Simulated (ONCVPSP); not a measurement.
## Varying the ONCV potential for Ta

Base potential:

- Element: Ta
- Generator: ONCVPSP 4.0.1
- Type: optimised norm-conserving Vanderbilt (ONCV)
- Functional: LDA (Perdew-Zunger)
- Relativity: scalar-relativistic
- Frozen core: [Kr] 4d10 4f14
- Valence charge: 13
- Reference configuration: 5s2 5p6 5d3 6s0.5 (charge +1.5)
- Partial waves: 5s+6s: rc 1.90 bohr, ncon 4, nbas 7, qcut 7.9 1/bohr, 2 projectors; 5p: rc 1.40 bohr, ncon 4, nbas 7, qcut 5.6 1/bohr, 2 projectors, debl 2 Ha; 5d: rc 2.60 bohr, ncon 5, nbas 9, qcut 5.3 1/bohr, 1 projector; f scattering state at 0.02 Ha: rc 2.30 bohr, ncon 3, nbas 7, qcut 5.6 1/bohr, 1 projector
- Local potential: polynomial inside 1.25 bohr (lpopt 5, dvloc0 0 Ha)
- Core correction: Teter function, fcfact 5, rcfact 1.1

All-electron outer shells of the reference configuration (LDA (Perdew-Zunger), scalar-relativistic, ld1.x):

```tsv
shell	level (eV)	outermost node (bohr)	outermost maximum (bohr)
5s	-84.56	0.54	0.98
5p	-50.93	0.58	1.13
4f	-36.31	–	0.44
6s	-15.30	1.32	2.61
5d	-14.60	0.65	1.56
```

Cutoffs, loose and tight: the cutoffs (Ha) at which the residual kinetic energy of the hardest occupied pseudo-wave falls to 1 and 0.1 mHa per electron. They do not see the model core or the augmentation charge, which bear on the density cutoff. Test errors are all-electron minus pseudo excitation energies from the reference, over the configurations 5s2 5p6 5d3 6s2; 5s2 5p6 5d3 6s1; 5s2 5p6 5d3 6s0; 5s2 5p5 5d3 6s2. A dash means not determined; rows that change the core or the reference have their own tests.

A true bound ghost makes a file unfit for plane-wave use even where its test errors are small: the radial tests pick states by their node count and pass the ghost by.

```tsv
change	outcome	cutoff, loose	cutoff, tight	bound ghosts	GHOST(+) flags above zero	largest test error (meV)
base	generated	62 Ha	76 Ha	none	s	-116
all radii but the core radius scaled by about 0.79 (s 1.50, p 1.10, d 2.04, f 1.80 bohr); local potential polynomial inside 0.98 bohr (lpopt 5, dvloc0 0 Ha)	generated	91 Ha	113 Ha	s	p	-97
all radii but the core radius scaled by about 0.87 (s 1.66, p 1.22, d 2.26, f 2.00 bohr); local potential polynomial inside 1.10 bohr (lpopt 5, dvloc0 0 Ha)	generated	85 Ha	101 Ha	none	s	-101
all radii but the core radius scaled by about 0.95 (s 1.80, p 1.32, d 2.46, f 2.18 bohr); local potential polynomial inside 1.18 bohr (lpopt 5, dvloc0 0 Ha)	generated	73 Ha	87 Ha	none	s	-107
all radii but the core radius scaled by about 1.05 (s 2.00, p 1.48, d 2.74, f 2.42 bohr); local potential polynomial inside 1.32 bohr (lpopt 5, dvloc0 0 Ha)	generated	50 Ha	67 Ha	none	s	-127
all radii but the core radius scaled by about 1.15 (s 2.18, p 1.60, d 2.98, f 2.64 bohr); local potential polynomial inside 1.44 bohr (lpopt 5, dvloc0 0 Ha)	generated	17 Ha	54 Ha	none	s	-149
all radii but the core radius scaled by about 1.20 (s 2.28, p 1.68, d 3.14, f 2.78 bohr); local potential polynomial inside 1.50 bohr (lpopt 5, dvloc0 0 Ha)	generated	14 Ha	45 Ha	none	none	-167
all radii but the core radius scaled by about 1.32 (s 2.52, p 1.86, d 3.44, f 3.04 bohr); local potential polynomial inside 1.66 bohr (lpopt 5, dvloc0 0 Ha)	generated	11 Ha	16 Ha	none	d	-209
```

Reading the sweep of the scale of all radii but the core radius (base = 1) (base included, trends over the rows without a ghost): The loose cutoff falls from 85 Ha at 0.87 to 11 Ha at 1.32. A larger radius leaves more room for a smooth pseudo-wave, so fewer plane waves are needed; a smaller one forces it to follow the all-electron wave where it bends sharply. The median size of the test errors (rows with all tests solved) falls from 5.4 meV at 0.87 to 2.8 meV at 1.32. This runs against the usual rule that a larger radius transfers worse; these runs do not show why. Bound ghosts are found at 0.79.
